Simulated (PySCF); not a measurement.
# Bond curve of CdF⁻

Set-up: basis Cd def2-SVPD with ECP28, F def2-SVPD; scalar-relativistic core potentials; PySCF 2.14. Energies in eV from Cd + F⁻ in their ground configurations at the same level. State: ¹Σ⁺ (singlet), closed shell.

```json
{"R (Å)": "1.893", "RHF-CCSD(T)": "", "LC-ωPBE": "-0.771", "PW91": "-0.585", "PBEsol": "-0.804"}
{"R (Å)": "1.981", "RHF-CCSD(T)": "-1.087", "LC-ωPBE": "-1.066", "PW91": "-0.913", "PBEsol": "-1.104"}
{"R (Å)": "2.069", "RHF-CCSD(T)": "-1.248", "LC-ωPBE": "-1.213", "PW91": "-1.092", "PBEsol": "-1.258"}
{"R (Å)": "2.135", "RHF-CCSD(T)": "-1.300", "LC-ωPBE": "-1.259", "PW91": "-1.160", "PBEsol": "-1.308"}
{"R (Å)": "2.201", "RHF-CCSD(T)": "-1.312", "LC-ωPBE": "-1.266", "PW91": "-1.187", "PBEsol": "-1.321"}
{"R (Å)": "2.267", "RHF-CCSD(T)": "-1.295", "LC-ωPBE": "-1.246", "PW91": "-1.186", "PBEsol": "-1.306"}
{"R (Å)": "2.355", "RHF-CCSD(T)": "-1.244", "LC-ωPBE": "-1.193", "PW91": "-1.155", "PBEsol": "-1.258"}
{"R (Å)": "2.465", "RHF-CCSD(T)": "-1.154", "LC-ωPBE": "-1.102", "PW91": "-1.087", "PBEsol": "-1.173"}
{"R (Å)": "2.597", "RHF-CCSD(T)": "-1.031", "LC-ωPBE": "-0.981", "PW91": "-0.987", "PBEsol": "-1.055"}
{"R (Å)": "2.773", "RHF-CCSD(T)": "", "LC-ωPBE": "-0.821", "PW91": "-0.848", "PBEsol": "-0.897"}
```

**Question.** Put a parabola through the three lowest points of the RHF-CCSD(T) curve and estimate Re, k and ωe (reduced mass 16.28 u; 1 eV/Å² = 0.16022 mdyn/Å; ωe = 1302.8·√(k/μ) cm⁻¹).

**Answer.** Through R = 2.135, 2.201, 2.267 Å the second-order coefficient is 3.33 eV/Å², so Re ≈ 2.195 Å, k ≈ 1.07 mdyn/Å and ωe ≈ 333 cm⁻¹. A polynomial fit of higher order to the unrounded RHF-CCSD(T) energies gives Re = 2.192 Å, k = 1.08 mdyn/Å, ωe = 336 cm⁻¹; anharmonicity and rounding make the difference.

The higher-order fit for each curve: RHF-CCSD(T): Re = 2.192 Å, ωe = 336 cm⁻¹, De = 1.31 eV; LC-ωPBE: Re = 2.182 Å, ωe = 335 cm⁻¹, De = 1.27 eV; PW91: Re = 2.230 Å, ωe = 304 cm⁻¹, De = 1.19 eV; PBEsol: Re = 2.194 Å, ωe = 327 cm⁻¹, De = 1.32 eV.

Correlated steps freeze 1 core orbital. Correlated levels converge slowly with the basis: in double zeta they bind strong bonds too weakly, by up to about 1 eV, and carry superposition errors of some tenths. For an ion De counts to the pair picked by the measured ionisation energies or electron affinities, which need not be the lowest pair at this level. The highest Kohn–Sham level is positive in this anion. Much of that is self-interaction error, but it also means that the finite basis helps to hold the extra electron.
